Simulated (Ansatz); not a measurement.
Mulliken charges of C2H5InS, SMILES `[CH3][In]1[CH2][S]1` from r2SCAN/def2-TZVPP in Ansatz (PBE0-D4/def2-TZVP geometry).

| atom | x (Å) | y (Å) | z (Å) | charge (e) |
| --- | --- | --- | --- | --- |
| C1 | -0.768 | 1.884 | 0.235 | -0.368 |
| In2 | 0.118 | -0.002 | -0.091 | 0.462 |
| C3 | 0.995 | -1.884 | -0.412 | -0.163 |
| S4 | -0.417 | -2.200 | 0.750 | -0.401 |
| H5 | -1.809 | 1.833 | -0.083 | 0.098 |
| H6 | -0.733 | 2.099 | 1.303 | 0.098 |
| H7 | -0.247 | 2.662 | -0.318 | 0.096 |
| H8 | 0.881 | -2.332 | -1.395 | 0.089 |
| H9 | 1.979 | -2.061 | 0.012 | 0.089 |

By hand: the dipole of these point charges (1 e Å = 4.8032 D).

Σ q r = (0.324, 0.745, -0.396) e Å, of length 0.904 e Å = 4.34 D.

How does the dipole of the full density compare? (Estimate.)

The calculation gave: (0.175, 0.796, -0.290) e Å, 4.16 D; the point charges give 1.04 times that, at 12° from its direction.

Point charges leave out the atoms' own dipoles, such as those of lone pairs, and Mulliken's split depends on the basis, so the close match here is no proof of good charges.
